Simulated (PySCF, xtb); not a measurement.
In(OH)2 (H2InO2), SMILES [OH][In][OH], multiplicity 2. Other conformers were not sampled.

Harmonic wavenumbers (cm⁻¹) from GFN2-xTB run with xtb 6.7.1 at its own minimum, in rising order: 103, 239, 268, 346, 351, 536, 636, 3626, 3679.

Problem. What does PBE-D3(BJ)/def2-TZVP (PySCF) give at its own minimum? (An estimate is asked for; the answer gives what the named calculation found.)

Solution. 108, 196, 241, 487, 510, 720, 797, 3661, 3707. Paired by order, the mean absolute difference is 87 cm⁻¹ and the zero-point energies are 14.0 and 14.9 kcal/mol.
